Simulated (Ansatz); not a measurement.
Two isomers of CH6OSSi2: A = `O=C([SiH3])S[SiH3]`, B = `OC1([SiH3])[SiH2]S1`.

Program: Ansatz. Geometries: PBE0-D4/def2-TZVP. ΔE: electronic, gas phase. CCSD(T)/CBS adds triple-zeta CCSD(T) − MP2 to the extrapolated MP2 energy (def2 sets, frozen cores). Functionals use def2-TZVPP. B3LYP here is the variant with VWN-RPA as its local correlation; programs differ in this. One conformer a species, not always the lowest.

Which is lower in electronic energy at CCSD(T)/CBS, and by how much? (Estimate.)

The calculation gave: A, by 12.1 kcal/mol.

Give E(B) − E(A) in kcal/mol with B3LYP, B3LYP-D4, r2SCAN-D4, ωB97M-V, MP2/def2-TZVPP, CCSD(T)/def2-TZVPP, HF/def2-TZVPP. (Estimate.)

Computed: B3LYP 17.8, B3LYP-D4 16.8, r2SCAN-D4 13.9, ωB97M-V 12.8, MP2/def2-TZVPP 11.9, CCSD(T)/def2-TZVPP 14.1, HF/def2-TZVPP 20.4. None reverses the order clearly.

Largest T1 diagnostic: 0.017.

In def2-TZVPP, CCSD(T) changes the Hartree–Fock value by −6.3 kcal/mol (the triples alone add −0.0 kcal/mol) and MP2 by −8.5 kcal/mol. The D4 term adds −1.0 kcal/mol with B3LYP and −0.5 kcal/mol with PBE0; it sums over pairs of atoms, weighted by their polarisabilities, and B3LYP, whose exchange is more repulsive, gets the larger term.
